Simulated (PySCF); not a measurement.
F2OS. Atoms are numbered in the order given.

```xyz
4

O      1.3714     0.3514     0.0000
S      0.1653    -0.4056     0.0000
F     -0.7564     0.2044     1.1656
F     -0.7564     0.2044    -1.1656
```
Charge 0, spin multiplicity 1.

Geometry optimised at B3LYP-D3(BJ)/def2-TZVP.

Level of theory: PBE0/pcSseg-2 (PySCF).

GIAO shieldings, no solvent; atoms alike by connectivity are averaged. δ = σ(ref) − σ: ¹⁷O against H2O (σ = 327.8 ppm); ³³S against H2S (σ = 711.3 ppm); ¹⁹F against CFCl3 (σ = 165.8 ppm), references at their B3LYP-D3(BJ)/def2-TZVP geometries, non-relativistic.

```json
[
 {"nucleus": "¹⁷O", "atoms": "O1", "count": "1", "δ (ppm)": "324.1"},
 {"nucleus": "³³S", "atoms": "S2", "count": "1", "δ (ppm)": "774.7"},
 {"nucleus": "¹⁹F", "atoms": "F3, F4", "count": "2", "δ (ppm)": "75.8"}
]
```
